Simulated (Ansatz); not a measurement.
Start from `O[SiH](Cl)[SiH2][SiH3]` and change one atom or group to get `O[SiH2][SiH](O)Cl`.

Ansatz, PBE0-D4/def2-TZVP geometries, multiplicity 1. Each molecule was computed in one conformer, which needn't be the lowest.

```json
{"property": "HOMO–LUMO gap (B3LYP/def2-TZVPP) / eV", "`O[SiH](Cl)[SiH2][SiH3]`": "6.87"}
{"property": "HOMO–LUMO gap (PBE/def2-TZVPP) / eV", "`O[SiH](Cl)[SiH2][SiH3]`": "5.26"}
{"property": "LUMO energy (ωB97M-V/def2-TZVPP) / eV", "`O[SiH](Cl)[SiH2][SiH3]`": "1.08"}
{"property": "LUMO energy (PBE/def2-TZVPP) / eV", "`O[SiH](Cl)[SiH2][SiH3]`": "-1.44"}
{"property": "size of the dipole moment (B3LYP/def2-TZVPP) / D", "`O[SiH](Cl)[SiH2][SiH3]`": "1.54"}
{"property": "HOMO–LUMO gap (ωB97M-V/def2-TZVPP) / eV", "`O[SiH](Cl)[SiH2][SiH3]`": "10.93"}
```

Task: What does the change do to each property? (Estimate.)

Result: Computed: 
| property | `O[SiH2][SiH](O)Cl` | shift |
| --- | --- | --- |
| HOMO–LUMO gap (B3LYP/def2-TZVPP) / eV | 6.65 | -0.22 |
| HOMO–LUMO gap (PBE/def2-TZVPP) / eV | 4.94 | -0.32 |
| LUMO energy (ωB97M-V/def2-TZVPP) / eV | 0.87 | -0.21 |
| LUMO energy (PBE/def2-TZVPP) / eV | -1.71 | -0.27 |
| size of the dipole moment (B3LYP/def2-TZVPP) / D | 2.29 | 0.75 |
| HOMO–LUMO gap (ωB97M-V/def2-TZVPP) / eV | 10.83 | -0.10 |

Dipoles are sizes alone; their direction can turn.

Positive LUMOs are unbound, so they and the gaps depend on the basis.

B3LYP here is the variant with VWN-RPA as its local correlation; programs differ in this.
